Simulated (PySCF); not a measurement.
PySCF 2.14 output of an unrestricted PBE0 calculation on a single atom or ion in aug-cc-pwCVDZ (6s5p3d, 36 functions), with no relativity, point nucleus:

```
SCF conv_tol = 1e-09
number electrons alpha = 9  beta = 7
    C. Adamo and V. Barone.,  J. Chem. Phys. 110, 6158 (1999)
    M. Ernzerhof and G. E. Scuseria.,  J. Chem. Phys. 110, 5029 (1999)
cycle= 1 E= -525.773179772606  delta_E= -0.00503  |g|= 0.0114  |ddm|= 0.151
cycle= 2 E= -525.773247910083  delta_E= -6.81e-05  |g|= 0.00344  |ddm|= 0.0315
cycle= 3 E= -525.773250797951  delta_E= -2.89e-06  |g|= 0.000939  |ddm|= 0.00712
cycle= 4 E= -525.773250960384  delta_E= -1.62e-07  |g|= 8.08e-05  |ddm|= 0.00107
cycle= 5 E= -525.773250963247  delta_E= -2.86e-09  |g|= 2.96e-06  |ddm|= 0.000244
cycle= 6 E= -525.773250963254  delta_E= -6.37e-12  |g|= 2.87e-07  |ddm|= 1.29e-05
converged SCF energy = -525.773250963254  <S^2> = 2.0030985  2S+1 = 3.0020649
```

The run itself started from symmetry-adapted Hartree-Fock orbitals and held the occupation by maximum overlap, on a logarithmic radial grid, so the iterations belong to that start.

Question: Which element, charge and spin multiplicity is this?

Answer: Ar²⁺ (argon, charge +2), multiplicity 3; the state was [Ne] 3s2 3p4, high-spin 3P determinant.
